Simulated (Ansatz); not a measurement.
Start from `C[SiH](O)[O][GeH2][OH]` and change one atom or group to get `C[SiH](O)O[SiH2]O`.

Ansatz, PBE0-D4/def2-TZVP geometries, multiplicity 1. Each molecule was computed in one conformer, which needn't be the lowest.

Scalar relativity is left out up to krypton.

```tsv
property	`C[SiH](O)[O][GeH2][OH]`
HOMO–LUMO gap (B3LYP/def2-TZVPP) / eV	8.19
LUMO energy (ωB97M-V/def2-TZVPP) / eV	1.92
size of the dipole moment (ωB97M-V/def2-TZVPP) / D	1.57
HOMO energy (PBE/def2-TZVPP) / eV	-6.87
size of the dipole moment (PBE/def2-TZVPP) / D	1.47
HOMO energy (ωB97M-V/def2-TZVPP) / eV	-10.59
```

What does the change do to each property? (Best estimate.)

The calculation gave: 
| property | `C[SiH](O)O[SiH2]O` | shift |
| --- | --- | --- |
| HOMO–LUMO gap (B3LYP/def2-TZVPP) / eV | 8.02 | -0.17 |
| LUMO energy (ωB97M-V/def2-TZVPP) / eV | 1.77 | -0.15 |
| size of the dipole moment (ωB97M-V/def2-TZVPP) / D | 1.67 | 0.10 |
| HOMO energy (PBE/def2-TZVPP) / eV | -6.87 | 0.00 |
| size of the dipole moment (PBE/def2-TZVPP) / D | 1.55 | 0.08 |
| HOMO energy (ωB97M-V/def2-TZVPP) / eV | -10.57 | 0.02 |

Dipoles are sizes alone; their direction can turn.

B3LYP here is the variant with VWN-RPA as its local correlation; programs differ in this.
